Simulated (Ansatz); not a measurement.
C3H2, SMILES `[CH]C#C` (excited singlet) (charge 0, multiplicity 1). This singlet is an excited state, 0.57 eV above the relaxed triplet at the level B3LYP/cc-pVTZ // PBE0-D3(BJ)/def2-TZVP (Ansatz, a first-principles code).

Cartesian coordinates (Å):
SMILES: [CH]C#C
```xyz
5

C     -1.2707    -0.1681     0.7770
C     -0.0028    -0.1291     0.5626
C      1.2594    -0.3741     0.5533
H     -2.0339     0.5040     0.4051
H      2.0481     0.1673     0.0467
```
Charge 0, spin multiplicity 1.

The restricted HF start is unstable towards unrestricted orbitals.

### Question
Give the natural occupations of the active orbitals, the CASSCF energy and the corrected energy for frozen-core fic-MRCISD+Q@CASSCF(2e,2o)/cc-pVTZ // PBE0-D3(BJ)/def2-TZVP (Ansatz).

### Answer

The natural occupations is 1.90, 0.10. The CASSCF energy comes out as -114.6279 Ha. The corrected energy comes out as -115.0775 Ha. The weight of the reference is 0.878.
